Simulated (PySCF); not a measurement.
## Excitation energy of Sc⁺ by level of theory

Sc⁺ [Ar] 3d1 4s1 (3D) → Sc⁺ [Ar] 3d2 (3F), as a difference of total energies. Computed with PySCF 2.14 in x2c-QZVPPall with one added diffuse shell each of s, p, d, f, g type (12s8p6d4f3g, 121 functions), with the spin-free X2C one-electron Hamiltonian (Gaussian nucleus). Correlated levels: valence: [Ar] frozen; valence and next inner shell: [Ne] frozen. The calculations carry no spin-orbit coupling.

| method | excitation energy (cm⁻¹) |
| --- | --- |
| UHF | 7347.0 |
| PBE | 1920.2 |
| PBE0 | 2368.9 |
| wB97M-V | 2318.8 |
| BHandHLYP | 3473.3 |
| SCS-MP2 (valence) | 7182.0 |
| MP2 (valence and next inner shell) | 6199.8 |
| SCS-MP2 (valence and next inner shell) | 6389.9 |

Question: Estimate what LDA gives.

Answer: 2634.1 cm⁻¹, closest to PBE0 among the rows shown.

Question: Estimate what MP2 (valence) gives.

Answer: 6851.8 cm⁻¹, closest to SCS-MP2 (valence) among the rows shown.

Errors of the correlated levels include the incompleteness of this basis and the frozen core.

For comparison: 4803.5 cm⁻¹ (measured; NIST levels, between the centres of gravity of the two terms).
